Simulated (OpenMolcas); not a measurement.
3d ions of charge +0 along the row

```yaml
Program: OpenMolcas
Method: XMS-CASPT2, IPEA 0.25 Eh, imaginary shift 0.1 Eh
Basis: ANO-RCC-VTZP
Scalar_Hamiltonian: DKH2, point nucleus
Spin-orbit_coupling: RASSI with atomic mean-field integrals over the reference wave functions, term energies averaged over their components
```

Active space: the 3d shell under a closed s shell; CASPT2 also correlates the outermost closed s and p core shells.

B and C come from two terms' centres of gravity (d2, d8: 3P = 15B, 1G = 12B + 2C; d3, d7: 4P = 15B, 2G = 4B + 3C; d4, d6: 3G = 9B + 4C, 3H = 4B + 4C; d5: 4D = 17B + 5C, 4G = 10B + 5C, above the ground term), where all their levels are at least 80 % pure. ζ = ±2S·A comes from the whole width of the ground multiplet by E(J) = (A/2) J(J+1), where its levels are at least 85 % pure. Energies in cm-1.

```csv
Ion,Configuration,Lowest level,Weight (%),B,B measured,C,C measured,ζ,ζ measured
Ti,3d2 4s2,3F2,100,684,555,2558,2618,118,111
V,3d3 4s2,4F 3/2,100,728,,2705,,172,158
Mn,3d5 4s2,6S 5/2,100,752,,3628,,,
Fe,3d6 4s2,5D4,100,862,893,4166,3901,406,391
Co,3d7 4s2,4F 9/2,100,946,,4245,,530,517
Ni,3d8 4s2,3F4,100,1050,,4488,,635,
```

Measured columns use the levels in NIST Handbook of Basic Atomic Spectroscopic Data (Ti, V, Fe, Co).

The computed B goes from 684 (Ti) to 1050 cm-1 (Ni), a factor of 1.54, rising at every step. It departs from the measured column by -3 to +23 %. The Trees term is left out, which lowers the B read from the levels of every ion, most for d4 to d6. The pair of terms that fixes B changes along the row, so steps between ions also reflect that choice.

The computed ζ goes from 118 (Ti) to 635 cm-1 (Ni), a factor of 5.38, rising at every step. It departs from the measured column by +2 to +9 %.

CASPT2 breaks the degeneracy within a term, and the mean is taken; among the low terms the widest spread is 2300 cm-1 (3d3 4s2 2F, V). With the s shell closed, the reference lacks s² → p², s² → d² and s → d mixing, so excited terms can stand far too high and out of order, with CASPT2 too. The CASPT2 spread within a term exceeds the gap to the next term for 3d3 4s2 4P and 3d3 4s2 2G, 3d3 4s2 2P and 3d3 4s2 2D(1), 3d3 4s2 2D(1) and 3d3 4s2 2H, so the order of their levels is uncertain, and so are names and mixing where such terms share a J (figures for V; the like holds for Mn, Fe, Co). Some terms miss by over 15 % even with CASPT2, which points to a basis or an active space too small for the shells correlated (holds for Ti; V). Some high roots are left out of the spin-orbit mixing, which shifts the levels that they would mix with (holds for Mn; Fe; Co; Ni). Measured partners are found by configuration, term and J. A level has none where our copy of the source lacks it or the pairing is in doubt (some pairs that miss far off the trend of their configuration count as doubtful), and it then counts in no deviation. Only configurations of the active space appear.

A number in round brackets counts repeated terms of one configuration in the order of the reference energies.
